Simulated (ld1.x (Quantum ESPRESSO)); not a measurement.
## boron (B), RRKJ: configuration errors across variants

* Element: B
* Generator: ld1.x (Quantum ESPRESSO) 7.5
* Type: norm-conserving RRKJ (Kleinman–Bylander form)
* Functional: PBE
* Relativity: scalar-relativistic
* Frozen core: [He]
* Valence charge: 3
* Reference configuration: 2s2 2p1
* Partial waves: 2s (bound): rc 1.60 bohr; 2p (bound): rc 3.35 bohr; 3d channel at 0.1 Ry: rc 2.65 bohr
* Local potential: all-electron potential smoothed inside 1.40 bohr (lloc = -1)
* Core correction: Bessel-smoothed model core, default radius (core density twice the valence density)
* rho0: 0.02

All-electron excitation energies from the reference (eV): (1) 2s2 2p0 8.220; (2) 2s1 2p0 33.642; (3) 2s2 2p0.5 2.887; (4) 2s1 2p2 5.851; (5) 2s2 2p1.3 -0.738; (6) 2s1 2p1 14.361; (7) 2s0 2p3 11.721.

The default core radius of the base comes out at 0.69 bohr.

The overlap operator is not positive definite (basis up to 400 Ry) in “type ultrasoft; waves now 2s (bound): rcut 1.40, rcutus 1.60 bohr; 2s channel at -0.3 Ry: rcut 1.40, rcutus 1.60 bohr; 2p (bound): rcut 2.90, rcutus 3.35 bohr; 2p channel at 0.1 Ry: rcut 2.90, rcutus 3.35 bohr; 3d channel at 0.1 Ry: rcut 2.30, rcutus 2.65 bohr; local potential all-electron potential smoothed inside 1.25 bohr (lloc = -1); augmentation PSQ, radius 1.35 bohr; rho0 0”. Such files are unfit for use, however small their errors in these radial tests.

2 further variants failed, have other tests or another functional or relativity, and are left out.

Errors AE − PS in meV (a dash: test not solved or not reliable):

| change | (1) | (2) | (3) | (4) | (5) | (6) | (7) | bound ghosts |
| --- | --- | --- | --- | --- | --- | --- | --- | --- |
| base | +171 | +499 | +25 | -36 | +2.5 | -88 | -143 | none |
| local potential the d channel | +173 | +505 | +26 | -36 | +2.5 | -89 | -144 | none |
| wave 3d channel at 0.1 Ry: rc 2.65 bohr becomes 3d channel at -0.09 Ry: rc 2.65 bohr | +171 | +499 | +25 | -36 | +2.5 | -88 | -143 | none |
| type ultrasoft; waves now 2s (bound): rcut 1.40, rcutus 1.60 bohr; 2s channel at -0.3 Ry: rcut 1.40, rcutus 1.60 bohr; 2p (bound): rcut 2.90, rcutus 3.35 bohr; 2p channel at 0.1 Ry: rcut 2.90, rcutus 3.35 bohr; 3d channel at 0.1 Ry: rcut 2.30, rcutus 2.65 bohr; local potential all-electron potential smoothed inside 1.25 bohr (lloc = -1); augmentation PSQ, radius 1.35 bohr; rho0 0 | -0.9 | +5.6 | -0.6 | +1.1 | +0.4 | -9.6 | +3.9 | not determined (overlap not positive) |
| core correction Bessel-smoothed model core inside 1.86 bohr | +171 | +502 | +25 | -30 | +2.5 | -84 | -120 | none |
| wave 3d channel at 0.1 Ry: rc 2.65 bohr becomes 3d channel at 0.1 Ry: rc 2.16 bohr | +171 | +499 | +25 | -36 | +2.5 | -88 | -143 | none |
| wave 2s (bound): rc 1.60 bohr becomes 2s (bound): rc 1.54 bohr | +171 | +499 | +25 | -36 | +2.5 | -88 | -143 | none |
| local potential all-electron potential smoothed inside 3.60 bohr (lloc = -1) | +172 | +516 | +24 | -36 | +1.9 | -98 | -146 | none |
| all radii but the core radius scaled by about 0.94 (s 1.50, p 3.16, d 2.50 bohr); local potential all-electron potential smoothed inside 1.32 bohr (lloc = -1) | +127 | +385 | +18 | -27 | +1.6 | -68 | -107 | none |

(1) Give the same row for: wave 2p (bound): rc 3.35 bohr becomes 2p (bound): rc 3.20 bohr.

Results:

(1) +141, +419, +20, -30, +1.9, -75, -119; bound ghosts: none.
